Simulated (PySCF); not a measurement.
Antimony: a sound run and one with changed settings

Sound run: Sb⁺ [Kr] 4d10 5s2 5p2, Sb²⁺ [Kr] 4d10 5s2 5p1. Computed with PySCF 2.14 in cc-pVTZ-PP with ECP28MDF, with scalar relativity through the core potential. In the sound run the correlated levels freeze 4s2 4p6 4d10 outside the core potential. The sound run starts from symmetry-adapted Hartree-Fock orbitals and uses a fine grid where one is needed.

A second run was set up differently.

```json
{"species": "Sb⁺", "method": "UHF", "sound run (hartree)": "-238.96184", "changed run (hartree)": "-238.96184", "converged": "yes"}
{"species": "Sb⁺", "method": "M06-L", "sound run (hartree)": "-240.04611", "changed run (hartree)": "-240.04611", "converged": "yes"}
{"species": "Sb⁺", "method": "M06-2X", "sound run (hartree)": "-239.82403", "changed run (hartree)": "-239.82403", "converged": "yes"}
{"species": "Sb⁺", "method": "MP2", "sound run (hartree)": "-239.00739", "changed run (hartree)": "-239.00272", "converged": "yes"}
{"species": "Sb⁺", "method": "CCSD(T)", "sound run (hartree)": "-239.02209", "changed run (hartree)": "-239.02209", "converged": "yes"}
{"species": "Sb²⁺", "method": "UHF", "sound run (hartree)": "-238.37372", "changed run (hartree)": "-238.37372", "converged": "yes"}
{"species": "Sb²⁺", "method": "M06-L", "sound run (hartree)": "-239.45377", "changed run (hartree)": "-239.45377", "converged": "yes"}
{"species": "Sb²⁺", "method": "M06-2X", "sound run (hartree)": "-239.22053", "changed run (hartree)": "-239.22053", "converged": "yes"}
{"species": "Sb²⁺", "method": "MP2", "sound run (hartree)": "-238.40763", "changed run (hartree)": "-238.40413", "converged": "yes"}
{"species": "Sb²⁺", "method": "CCSD(T)", "sound run (hartree)": "-238.42023", "changed run (hartree)": "-238.42023", "converged": "yes"}
```

Ionisation energy of Sb⁺:

```csv
method,sound run (eV),changed run (eV)
UHF,16.004,16.004
M06-L,16.118,16.118
M06-2X,16.422,16.422
MP2,16.320,16.288
SCS-MP2,16.258,16.232
CCSD,16.356,16.356
CCSD(T),16.377,16.377
```

Q: What was changed?
A. basis contracted for another Hamiltonian
B. angular grid far too coarse
C. minimal basis
D. level shift left on

A: D. It used initial guess 1e, at most 50 SCF cycles, level shift 0.1 hartree. A level shift leaves the converged SCF energy unchanged but raises the virtual orbital energies, which shrinks MP2 if it is not removed.
